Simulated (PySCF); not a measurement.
Species: C6H8S.
Atom-mapped SMILES: `[CH2:1]=[CH:2]/[CH:3]=[C:4](\[CH3:5])[CH:6]=[S:7]` (hydrogens: H8, H9 on C1; H10 on C2; H11 on C3; H12, H13, H14 on C5; H15 on C6)

Computed by this run: PySCF, BHandHLYP/cc-pVDZ geometry optimisation, gas phase; density fitting, grid level 1; the optimiser is geomeTRIC in internal coordinates, started from a GFN2-xTB structure.

Geometry at step 0:
```
atom  x, y, z in Å
C1      2.8037   -0.3476   -0.0722
C2      1.5866    0.1890    0.0509
C3      0.3877   -0.5737   -0.1262
C4     -0.8923   -0.1231   -0.0205
C5     -1.2657    1.2844    0.3211
C6     -1.9508   -1.0474   -0.2757
S7     -3.5459   -0.6967   -0.2165
H8      3.6992    0.2344    0.0602
H9      2.9389   -1.3901   -0.3107
H10     1.4900    1.2396    0.2849
H11     0.5378   -1.6182   -0.3739
H12    -0.4841    1.7912    0.8775
H13    -2.1804    1.2839    0.9099
H14    -1.4657    1.8446   -0.5925
H15    -1.6633   -2.0623   -0.5382
```

Question: What forces act on the atoms?

Answer: 
| atom | Fx (eV/Å) | Fy (eV/Å) | Fz (eV/Å) |
| --- | --- | --- | --- |
| C1 | -0.204 | 0.122 | 0.029 |
| C2 | 0.399 | 0.107 | 0.032 |
| C3 | -0.742 | -0.097 | -0.004 |
| C4 | 0.810 | 0.275 | 0.118 |
| C5 | 0.160 | -0.086 | 0.044 |
| C6 | -0.758 | -0.287 | -0.093 |
| S7 | -0.042 | -0.203 | -0.071 |
| H8 | 0.210 | 0.213 | 0.047 |
| H9 | -0.013 | -0.303 | -0.070 |
| H10 | 0.031 | 0.151 | 0.041 |
| H11 | -0.057 | -0.154 | -0.060 |
| H12 | 0.140 | 0.120 | 0.062 |
| H13 | -0.038 | 0.092 | 0.024 |
| H14 | -0.086 | 0.155 | -0.083 |
| H15 | 0.192 | -0.106 | -0.017 |

The largest, 0.86 eV/Å, acts on C4; the rms over all components is 0.243 eV/Å. The forces sum to zero within rounding, as they must for an isolated molecule in no field.

Question: Give the force on C4 in Eh/bohr and in nN.

Answer: 0.863 eV/Å ÷ 51.422 = 0.01679 Eh/bohr, and 0.863 eV/Å × 1.602 = 1.38 nN.

Question: How far is this geometry from the end of the optimisation?

Answer: 0.052 eV above it, and 0.187 Å rms away after alignment. The bonds farthest from their final lengths, with half the difference of the two atoms' forces along the bond (positive lengthens):

| bond | now (Å) | final (Å) | force along bond (eV/Å) |
| --- | --- | --- | --- |
| C4–C6 | 1.428 | 1.451 | +0.78 |
| C2–C3 | 1.432 | 1.447 | +0.53 |
| C1–H9 | 1.078 | 1.086 | +0.23 |
| C3=C4 | 1.361 | 1.353 | -0.66 |
| C1–H8 | 1.076 | 1.084 | +0.20 |
| C6=S7 | 1.634 | 1.628 | -0.34 |

The angle farthest from its final value is C4–C6–H15, 116.8° against 114.3°.

Of the 2 listed bonds off by 0.010 Å or more, this force points towards the final length in 2.

The cost below is that of the whole optimisation. Time: 79 s; peak memory 0.64 GiB. Hardware: an Arm Neoverse V2 with one thread, on a shared host.
